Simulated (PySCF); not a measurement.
**Correlation energy of Ne(3+) (neon, charge +3)**

[He] 2s2 2p3, high-spin 4S determinant. All numbers are calculated (PySCF 2.14, no relativity, point nucleus, in def2-SVP (3s2p1d, 14 functions)). Frozen: 1s2; 5 electrons correlated.

MP2 pair energies summed by pair of shells (mhartree):

```tsv
pair	energy	share (%)
2s-2p	-44.23	69.6
2p-2p	-13.27	20.9
2s-2s	-6.02	9.5
```

Total MP2 correlation energy: -63.52 mhartree.

Same-spin part -14.80 and opposite-spin part -48.72 mhartree; SCS-MP2 scales them by 1/3 and 6/5 to -63.40 mhartree.

| level | correlation energy (mhartree) |
| --- | --- |
| CCSD | -76.31 |
| (T) | -0.26 |
| CCSD(T) | -76.57 |

Diagnostics: T1 = 0.0021, D1 = 0.0039, largest double amplitude 0.031.

Cost of the coupled-cluster step: 0.06 s of wall time on 1 thread of INTEL(R) XEON(R) PLATINUM 8581C CPU @ 2.10GHz (shared host), for 5 correlated electrons.

Iterations:

```
CC2 = 0
CCSD nocc = (np.int64(4), np.int64(1)), nmo = (13, 13)
frozen orbitals [[0], [0]]
max_cycle = 100
direct = 0
conv_tol = 1e-08
conv_tol_normt = 1e-06
diis_space = 8
diis_start_cycle = 0
Init t2, MP2 energy = -0.063518525383551
Init E_corr(UCCSD) = -0.0635185253836713
cycle = 1  E_corr(UCCSD) = -0.0737175676735177  dE = -0.0101990423  norm(t1,t2) = 0.0171267
cycle = 2  E_corr(UCCSD) = -0.075689898069429  dE = -0.0019723304  norm(t1,t2) = 0.00445404
cycle = 3  E_corr(UCCSD) = -0.0763306646732265  dE = -0.000640766604  norm(t1,t2) = 0.00141557
cycle = 4  E_corr(UCCSD) = -0.0763099486958222  dE = 2.07159774e-05  norm(t1,t2) = 0.000188928
cycle = 5  E_corr(UCCSD) = -0.0763112397721677  dE = -1.29107635e-06  norm(t1,t2) = 2.01224e-05
cycle = 6  E_corr(UCCSD) = -0.0763111972986315  dE = 4.24735362e-08  norm(t1,t2) = 1.19228e-06
cycle = 7  E_corr(UCCSD) = -0.0763112155310597  dE = -1.82324282e-08  norm(t1,t2) = 1.05029e-07
cycle = 8  E_corr(UCCSD) = -0.076311213948096  dE = 1.58296364e-09  norm(t1,t2) = 7.11457e-09
UCCSD converged
E(UCCSD) = -123.9978507175471  E_corr = -0.07631121394809605
UCCSD(T) correction = -0.000263520558844303
```
